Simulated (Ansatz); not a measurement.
Ansatz results at the PBE0-D4/def2-TZVP geometry: HOMO–LUMO gap (ωB97M-V/def2-TZVPP) 12.10 eV; HOMO–LUMO gap (PBE/def2-TZVPP) 5.99 eV; HOMO–LUMO gap (B3LYP/def2-TZVPP) 7.77 eV.

Each molecule was computed in one conformer, which needn't be the lowest.

(1) Which molecule gave them?
A. `O[SiH](O)N[SiH](Cl)Cl`
B. `CO[SiH2]N[SiH2]O`
C. `O[Si](O)(F)N[SiH2]Cl`
D. `CN([SiH2]O)[SiH2]O`

Results:

(1) B. The others give `CN([SiH2]O)[SiH2]O`: 11.23, 5.21, 6.89; `O[SiH](O)N[SiH](Cl)Cl`: 12.84, 6.45, 8.32; `O[Si](O)(F)N[SiH2]Cl`: 12.47, 6.29, 8.04.

B3LYP here is the variant with VWN-RPA as its local correlation; programs differ in this.
